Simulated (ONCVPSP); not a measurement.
F (Z = 9), ONCV: configuration errors across variants

fluorine, optimised norm-conserving Vanderbilt (ONCV), made with ONCVPSP 4.0.1 (PBE, scalar-relativistic). Core [He], reference 2s2 2p5. Waves: 2s: rc 0.60 bohr, ncon 4, nbas 8, qcut 10.7 1/bohr, 3 projectors, debl 0.5 Ha; 2p: rc 1.15 bohr, ncon 4, nbas 7, qcut 14.9 1/bohr, 2 projectors, debl 3 Ha; d scattering state at 0.07 Ha: rc 0.95 bohr, ncon 4, nbas 9, qcut 9.8 1/bohr, 3 projectors, debl 3 Ha. Local part: polynomial inside 0.45 bohr (lpopt 3, dvloc0 0 Ha). Core correction: none.

In the s channel the program set the typed energies aside and used -1.099, 0.250, 0.750 Ha.

All-electron excitation energies from the reference (eV): (1) 2s2 2p4 19.390; (2) 2s2 2p3 57.774; (3) 2s2 2p2 118.412; (4) 2s2 2p4.5 7.543.

2 further variants failed, have other tests or too few solved ones, and are left out.

A true bound ghost makes a file unfit for plane-wave use even where its test errors are small: the radial tests pick states by their node count and pass the ghost by.

Errors AE − PS in meV (a dash: test not solved or not reliable):

| change | (1) | (2) | (3) | (4) | bound ghosts | GHOST(+) flags above zero |
| --- | --- | --- | --- | --- | --- | --- |
| base | +4.7 | +50 | +224 | +0.3 | s | s |
| s: rc 0.58 | +4.7 | +50 | +224 | +0.3 | s | s |
| s: rc 0.62 | +4.6 | +50 | +223 | +0.3 | s | s |
| s: rc 0.8 | +4.9 | +52 | +230 | +0.3 | s | none |
| s: rc 0.86 | +5.1 | +54 | +236 | +0.4 | s | none |

Give the same row for: s: rc 0.72.

+4.7, +51, +225, +0.3; bound ghosts: s; GHOST(+) flags above zero: s.
